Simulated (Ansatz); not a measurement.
```yaml
crystal:
  periodic: [false, false, false]
  atoms:
    - {symbol: Si, position_ang: [-0.654160, 1.605052, -0.557296]}
    - {symbol: Cl, position_ang: [-1.443890, 3.417290, -1.157717]}
    - {symbol: Si, position_ang: [0.527989, -0.110289, -1.739430]}
    - {symbol: Cl, position_ang: [1.108519, -0.292622, -3.713809]}
    - {symbol: Si, position_ang: [1.541227, 0.958201, 0.149924]}
    - {symbol: Cl, position_ang: [3.299807, 2.019304, 0.373162]}
    - {symbol: Si, position_ang: [0.597826, -0.677271, 1.580489]}
    - {symbol: Cl, position_ang: [1.322616, -1.410192, 3.370980]}
    - {symbol: Si, position_ang: [-1.597540, -0.030449, 0.873278]}
    - {symbol: Cl, position_ang: [-3.421619, -0.011945, 1.843180]}
    - {symbol: Si, position_ang: [-0.415129, -1.746009, -0.308581]}
    - {symbol: Cl, position_ang: [-0.865648, -3.721069, -0.714180]}
basis:
  gaussian: {orbitals: def2-TZVP}
magnetization: {spin_polarized: true, initial_magnetization: 2}
hamiltonian: {xc: pbe0, dispersion: d4}
scf: {omitted_lower_state_checks: [starts]}
output: {orbitals: {seedname: orbitals}}
```

```sh
$ ansatz run in.yaml --threads 4 --pin off --events-out ev --progress --plain --max-ram 6963MiB
```

Does this run fit into the memory that it is given?

No. It has 444 basis functions, and Ansatz plans for 8 GiB where 7 GiB are given.
